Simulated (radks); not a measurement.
Results of a calculation; reference values are marked as such.
These are the eigenvalues of the occupied orbitals of an atom or ion with whole-number occupations (eV). Code: a radial shooting solver on a logarithmic mesh with Libxc functionals. Model: scalar-relativistic Kohn-Sham, PBE, spin-unpolarised, spherical densities, finite nucleus; Fermi nuclear charge, rms radius of each element as measured or else 0.836 A^(1/3) + 0.57 fm.

1s: -10735.97
2s: -2534.961

Which element is it, and in what charge state? The configuration may be excited.

Answer. Z = 29, copper, charge +26: Cu26+ in [He] 2s1. The 1s level, -394.54 hartree, gives Z - s = 28.1 by -(Z - s)^2/2, which with screening and relativity narrows Z to a few neighbours, and the depths must fix Z and the occupations together.
